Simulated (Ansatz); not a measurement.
`N#[C][SnH]([F])[F]` + H₂ → `[F][SnH2][F]` + `C#N` at 298.15 K and 1 bar (hydrogenolysis of the Sn–C bond).

Calculated with Ansatz (gas phase, PBE0-D4/def2-TZVP geometries, no zero-point term in ΔE). CCSD(T)/CBS is the MP2 limit (def2-TZVPP, def2-QZVPP) plus CCSD(T) − MP2 in def2-TZVPP, frozen cores. This one scheme is used for every species. def2 core potentials past Kr. For Sn outer-core shells are correlated without core-valence functions, which leaves a few kJ/mol of doubt a bond.

```
             species  CCSD(T)/CBS energy (Eh)  H − E (kJ/mol)  S (J/(mol·K))
`N#[C][SnH]([F])[F]`               -507.00240            69.0          349.1
                  H₂                 -1.17544            35.1          130.4
      `[F][SnH2][F]`               -414.86106            60.4          292.0
               `C#N`                -93.32098            52.4          201.2
```

H − E and S are ideal-gas, rigid-rotor, harmonic terms from PBE0-D4/def2-TZVP. The MP2-based limit puts H₂ 0.8 mEh under its directly extrapolated value; such offsets cancel only in part. 1 Eh = 2625.50 kJ/mol, R = 8.31446 J/(mol·K).

**Question.** By hand: ΔE, ΔH, ΔS and ΔG.

**Answer.** ΔE = (-414.86106) + (-93.32098) − (-507.00240) − (-1.17544) = -0.00420 Eh = -11.0 kJ/mol. Δ(H − E) = 60.4 + 52.4 − 69.0 − 35.1 = 8.7, so ΔH = -2.3 kJ/mol. ΔS = 292.0 + 201.2 − 349.1 − 130.4 = 13.7 J/(mol·K). ΔG = -2.3 − 298.15 × (13.7)/1000 = -6.4 kJ/mol.

**Question.** By hand: the equilibrium constant, and the temperature at which ΔG would vanish if ΔH and ΔS stayed fixed.

**Answer.** log₁₀ K = −ΔG/(RT ln 10) = 1.1. ΔH and −TΔS have one sign here, so there is no such temperature.

TΔS isn't small against ΔH here. A doubt of 5 kJ/mol in ΔE shifts log₁₀ K by 0.9 here. These are equilibria of isolated gas molecules and say nothing of rates. Largest T1 diagnostic: 0.015 (customary marks: 0.02 for closed shells, 0.045 for open ones).
